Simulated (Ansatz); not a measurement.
Species: BiI2 (charge 0, doublet). It need not be the lowest isomer of its formula. 
Geometry from a B3LYP-D3(BJ)/def2-TZVP (Ansatz, an electronic-structure program) optimisation:
```
Bi
I 1 2.8142
I 1 2.8142 2 101.21
```
Charge 0, spin multiplicity 2.

Basis-set convergence of Hartree-Fock and CCSD(T) correlation energies (hartree) with Ansatz. Cores are frozen in the correlated levels unless marked. UHF or UKS for open shells. Spin-orbit coupling is left out. The frozen core is the preceding noble-gas configuration, with the filled d and f shells of earlier blocks. Past Kr the def2 sets carry scalar-relativistic core potentials.

```
basis       functions       E(HF)  E(corr, CCSD(T))
----------  ---------  ----------  ----------------
def2-SVP           78  -806.95668          -0.28941
def2-TZVPP        150           ?                 ?
```

Question: Complete the blanks.

Answer: 
- def2-TZVPP, E(HF): -806.98518
- def2-TZVPP, E(corr, CCSD(T)): -0.40771
